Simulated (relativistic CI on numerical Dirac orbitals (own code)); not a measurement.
# Mn⁴⁺ in a cubic cluster: 3s photoemission with charge transfer

Computed with a charge-transfer multiplet model of a cubic metal-ligand cluster with up to 2 ligand holes, Slater and spin-orbit integrals from Dirac-Coulomb-Breit ions, Slater integrals scaled by 0.8. The ground state mixes d3 with configurations of k ligand holes L, whose averages lie at kΔ + k(k − 1)U_dd/2; a core hole lowers each added d electron by U_cd. 300 K, Lorentzian 1.4 eV and Gaussian 0.8 eV FWHM.

Atomic integrals in eV (Slater integrals scaled, ζ unscaled), ground: F2dd 9.878, F4dd 6.215, zeta_d 0.050; with the core hole: F2dd 10.619, F4dd 6.712, zeta_d 0.058, G2cd 10.306.

Cluster parameters (eV): Δ = 2.5, U_dd = 5.4, U_cd = 6.1, 10Dq = 2.05, 10Dq(ligand) = 0.7, final-state hopping factor = 0.8.

| Case | n_d | d3 | d4L | d5L2 | S |
| --- | --- | --- | --- | --- | --- |
| V(eg) = 1.2 eV, V(t2g) = -0.55 eV | 3.37 | 0.65 | 0.33 | 0.02 | 1.50 |
| V(eg) = 1.5 eV, V(t2g) = -0.69 eV | 3.45 | 0.59 | 0.38 | 0.03 | 1.50 |
| V(eg) = 2.1 eV, V(t2g) = -0.97 eV | 3.56 | 0.50 | 0.44 | 0.06 | 1.50 |

Weights, n_d and S are thermal averages at 300 K. Binding energies count from the first peak over 30 % of the highest in each spectrum, which can be another peak from case to case. The parameters are a model scan and need not match a compound or its usual spin state. Peaks in eV (height, largest 100):
- V(eg) = 1.2 eV, V(t2g) = -0.55 eV: 0.0 (78), 2.7 (86), 7.5 (77), 10.6 (100), 15.8 (41)
- V(eg) = 1.5 eV, V(t2g) = -0.69 eV: 0.0 (91), 3.1 (79), 8.1 (59), 10.3 (100), 16.3 (29)
- V(eg) = 2.1 eV, V(t2g) = -0.97 eV: 0.0 (100), 3.9 (55), 9.9 (90), 17.4 (16)

For the case V(eg) = 1.5 eV, V(t2g) = -0.69 eV, Δ = 2.5 eV is smaller than U_dd = 5.4 eV, the charge-transfer side of the Zaanen-Sawatzky-Allen scheme. With the core hole the average of the configuration with one ligand hole lies at Δ − U_cd = -3.6 eV before mixing: it lies below the unscreened one, so the lowest final states are mostly screened and the unscreened weight appears at higher binding energy as a satellite.

Without intra-shell correlation the exchange splitting of the 3s hole comes out too large.
